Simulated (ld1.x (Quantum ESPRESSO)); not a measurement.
# u(r) = r·R(r): atom against pseudo-atom (Fe (Z = 26))

Columns: radius, all-electron u(r) and pseudo u(r) of the 4s shell (level -12.33 eV) of iron in the configuration [Ar] 3d6 4s1 4p0; Wu–Cohen, scalar-relativistic, PAW scheme, ld1.x (Quantum ESPRESSO) 7.5.

```
r (bohr)  all-electron   pseudo
   0.150       -0.1722  -0.0776
   0.300       -0.0363  -0.1541
   0.450        0.2192  -0.2284
   0.600        0.3091  -0.2995
   0.750        0.2485  -0.3663
   0.900        0.1095  -0.4281
   1.050       -0.0538  -0.4842
   1.200       -0.2109  -0.5339
   1.350       -0.3476  -0.5769
   1.500       -0.4588  -0.6128
   1.650       -0.5442  -0.6414
   1.800       -0.6058  -0.6627
   1.950       -0.6466  -0.6766
   2.100       -0.6697  -0.6834
   2.250       -0.6781  -0.6829
   2.400       -0.6745  -0.6755
   2.550       -0.6614  -0.6614
   2.700       -0.6408  -0.6408
   2.850       -0.6145  -0.6145
   3.000       -0.5843  -0.5843
   3.150       -0.5513  -0.5513
   3.300       -0.5170  -0.5170
   3.450       -0.4822  -0.4822
   3.600       -0.4476  -0.4476
   3.750       -0.4140  -0.4140
   3.900       -0.3817  -0.3817
```

Task: How many radial nodes do the two functions have?

Result: The all-electron 4s function has n − l − 1 = 3 (the table is too coarse to show those close to the nucleus); the pseudo-wave has 0, since the states of the same l below it are removed with the core.

Task: At about which radius was the pseudo-wave matched?

Result: 2.60 bohr, where the columns begin to agree (steps of 0.15 bohr).

Task: Is the pseudo-wave norm-conserving?

Result: No, it belongs to a PAW set: the norm inside the radius is not constrained, and the difference is carried by the augmentation charge.
